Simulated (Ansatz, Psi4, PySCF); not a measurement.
Species: C3H6O, charge 0, multiplicity 1. SMILES: C(O)C=C
Coordinates optimised at B3LYP-D3(BJ)/def2-TZVP (Ansatz, a program for electronic structure):
```
C
C 1 1.3271
H 2 1.0825 1 121.90
H 2 1.0847 3 116.79 1 179.46
H 1 1.0863 2 120.26 3 -1.03
C 1 1.4963 5 115.57 2 178.75
H 6 1.0922 1 110.53 5 60.03
H 6 1.0967 7 107.77 1 -120.37
O 6 1.4280 7 105.02 8 -118.62
H 9 0.9640 6 107.86 7 -175.79
```
Charge 0, spin multiplicity 1.

Property: atomisation energy, in kcal/mol. Set-up: no dispersion term unless named; no spin-orbit coupling; atomisation electronic, to ground-state atoms; LANL2DZ all-electron up to Ne; non-relativistic; six Cartesian d functions in 6-31G* and its kin unless marked 5d; 6-311+G** with 5d; valence correlation only; open shells spin-unrestricted. CBS(X,Y): correlation extrapolated as X^-3; Hartree-Fock from the larger set. The bracket is a focal-point correction in the basis named. Ab initio and DFT rows: single points at B3LYP-D3(BJ) geometries (Ansatz).

Coupled cluster (Ansatz) is a level with limits of its own, used here on species with T1 under 0.025 (0.045 for open shells) and stable references: RI-MP2/CBS(aug-cc-pVTZ,aug-cc-pVQZ)+[CCSD(T)-MP2]/aug-cc-pVTZ.

Value to compare with, RI-MP2/CBS(aug-cc-pVTZ,aug-cc-pVQZ)+[CCSD(T)-MP2]/aug-cc-pVTZ (Ansatz): 957.4 kcal/mol.

```json
[
 {"level": "HF/STO-3G", "program": "Ansatz", "atomisation energy (kcal/mol)": "806.0", "difference": "-151.4"},
 {"level": "HF/3-21G", "program": "Ansatz", "atomisation energy (kcal/mol)": "650.9", "difference": "-306.5"},
 {"level": "HF/LANL2DZ", "program": "Ansatz", "atomisation energy (kcal/mol)": "645.9", "difference": "-311.5"},
 {"level": "HF/6-31G*", "program": "Ansatz", "atomisation energy (kcal/mol)": "690.7", "difference": "-266.7"},
 {"level": "PBE/STO-3G", "program": "Ansatz", "atomisation energy (kcal/mol)": "1115.7", "difference": "158.3"},
 {"level": "PBE/6-311+G**", "program": "Ansatz", "atomisation energy (kcal/mol)": "972.1", "difference": "14.7"},
 {"level": "BP86/def2-SVP", "program": "PySCF", "atomisation energy (kcal/mol)": "988.4", "difference": "31.0"},
 {"level": "B3LYP/3-21G", "program": "Ansatz", "atomisation energy (kcal/mol)": "925.0", "difference": "-32.4"},
 {"level": "B3LYP/6-31G*", "program": "Ansatz", "atomisation energy (kcal/mol)": "947.2", "difference": "-10.2"},
 {"level": "wB97X-D/6-311+G**", "program": "Psi4", "atomisation energy (kcal/mol)": "949.1", "difference": "-8.3"},
 {"level": "MP2/STO-3G", "program": "Ansatz", "atomisation energy (kcal/mol)": "915.1", "difference": "-42.3"},
 {"level": "MP2/LANL2DZ", "program": "Ansatz", "atomisation energy (kcal/mol)": "806.1", "difference": "-151.3"},
 {"level": "MP2/6-311+G**", "program": "Ansatz", "atomisation energy (kcal/mol)": "916.5", "difference": "-40.9"},
 {"level": "B3PW91/6-31G* (5d)", "program": "PySCF", "atomisation energy (kcal/mol)": "951.5", "difference": "-5.9"},
 {"level": "wB97X-V/def2-TZVPD", "program": "Ansatz", "atomisation energy (kcal/mol)": "955.0", "difference": "-2.4"}
]
```

Among the 14 habitual levels, HF/LANL2DZ lies farthest from RI-MP2/CBS(aug-cc-pVTZ,aug-cc-pVQZ)+[CCSD(T)-MP2]/aug-cc-pVTZ (Ansatz) (-311.5 kcal/mol) and B3PW91/6-31G* (5d) nearest (-5.9); 3 of 14 lie above it, and their mean absolute difference is 109.4 kcal/mol, the median 41.6. One case shows no general order.

The levels are drawn from those run, B3LYP/6-31G* more often than the rest, none by its result; left out are runs that failed, that the program found above a lower state of the same kind, or whose <S^2> lies over 0.5 above the pure value.
